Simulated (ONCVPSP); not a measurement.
## An all-electron radial function and its pseudo partner (H)

Columns: radius, all-electron u(r) and pseudo u(r) of the 1s shell (level -6.36 eV) of hydrogen in the configuration 1s1; LDA (Perdew-Zunger), non-relativistic, ONCV scheme, ONCVPSP 4.0.1.

| r (bohr) | all-electron | pseudo |
| --- | --- | --- |
| 0.042 | 0.0745 | 0.0642 |
| 0.085 | 0.1445 | 0.1289 |
| 0.128 | 0.2085 | 0.1915 |
| 0.170 | 0.2655 | 0.2500 |
| 0.212 | 0.3175 | 0.3051 |
| 0.255 | 0.3658 | 0.3574 |
| 0.298 | 0.4095 | 0.4052 |
| 0.340 | 0.4481 | 0.4474 |
| 0.382 | 0.4829 | 0.4849 |
| 0.425 | 0.5148 | 0.5188 |
| 0.467 | 0.5427 | 0.5477 |
| 0.510 | 0.5681 | 0.5734 |
| 0.552 | 0.5899 | 0.5950 |
| 0.595 | 0.6097 | 0.6140 |
| 0.638 | 0.6268 | 0.6302 |
| 0.680 | 0.6413 | 0.6436 |
| 0.722 | 0.6537 | 0.6549 |
| 0.765 | 0.6643 | 0.6648 |
| 0.807 | 0.6730 | 0.6731 |
| 0.850 | 0.6801 | 0.6801 |
| 0.892 | 0.6855 | 0.6855 |
| 0.935 | 0.6896 | 0.6896 |
| 0.977 | 0.6923 | 0.6923 |
| 1.020 | 0.6939 | 0.6939 |
| 1.062 | 0.6942 | 0.6943 |
| 1.105 | 0.6936 | 0.6936 |

Question: How many radial nodes do the two functions have?

Answer: The all-electron 1s function has n − l − 1 = 0; the pseudo-wave has 0.

Question: At about which radius was the pseudo-wave matched?

Answer: 0.85 bohr. The columns agree to 0.0005 from 0.77 bohr on; several derivatives are matched, so the curves merge somewhat inside the radius.

Question: Is the pseudo-wave norm-conserving?

Answer: Yes: the ONCV scheme keeps the norm inside the radius equal to the all-electron one, which fixes the energy derivative of the logarithmic derivative at the level.
